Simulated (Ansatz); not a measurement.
Wavefunction ladder for `SC1[SiH2]C[SiH2]1`

```xyz
13

S    -0.543    0.222    2.578
C     0.340    0.041    1.026
Si    0.057    1.378   -0.299
C     0.071    0.072   -1.665
Si   -0.193   -1.210   -0.300
H    -0.361   -1.019    3.062
H     1.420   -0.030    1.197
H     1.104    2.433   -0.368
H    -1.278    2.012   -0.140
H     1.055   -0.021   -2.131
H    -0.683    0.147   -2.446
H    -1.623   -1.578   -0.139
H     0.633   -2.447   -0.375
```

The species carries charge 0 and has multiplicity 1. The structure was optimised at the PBE0-D4/def2-TZVP level. It is one conformer, not always the lowest. Frozen core, restricted reference, the Gaussian-basis code of Ansatz. CBS rows extrapolate triple and quadruple zeta; past MP2 they add the triple-zeta difference.

```json
{"basis": "def2-SVP", "HF (Eh)": "-1055.41206", "MP2 corr.": "-0.60763"}
{"basis": "def2-TZVPP", "HF (Eh)": "-1055.84641", "MP2 corr.": "-0.76633"}
{"basis": "def2-QZVPP", "HF (Eh)": "-1055.87939", "MP2 corr.": "-0.82197"}
```

Problem. Estimate the CCSD correlation energy and the (T) correction in each basis where they were run (hartree).

Solution. 
| basis | CCSD corr. | (T) |
| --- | --- | --- |
| def2-SVP | -0.67764 | -0.02189 |
| def2-TZVPP | -0.83219 | -0.03656 |
| CBS(def2) | -0.92904 | as TZ |
